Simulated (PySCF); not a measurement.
Computed IR spectrum (relative IR intensity) of a molecule C2H8GeOSi. Geometry: PBE-D3(BJ)/def2-SVP. Other conformers were not sampled. All values below come from PySCF with PBE-D3(BJ)/def2-SVP. Frequencies are harmonic and unscaled.

ν (cm⁻¹): 215 (vw), 381 (w), 488 (vw), 556 (w), 604 (m), 629 (vw), 664 (w), 712 (m), 748 (m), 783 (w), 802 (vs), 837 (m), 885 (vs), 1003 (s), 1192 (w), 1209 (w), 1371 (vw), 1378 (vw), 2046 (s), 2066 (s), 2126 (vs), 2959 (m), 3018 (w) (against the strongest line: vs over 80 %, s over 45 %, m over 15 %, w over 4 %, vw less)

Q: Identify the compound among the candidates.
A) [SiH3][GeH]1[CH2]O[CH2]1
B) C[Si@H]1O[CH2][GeH2]1
C) [OH][GeH2]/[CH]=C/[SiH3]
D) [SiH3]/C=C\[O][GeH3]

A: B, C[Si@H]1O[CH2][GeH2]1
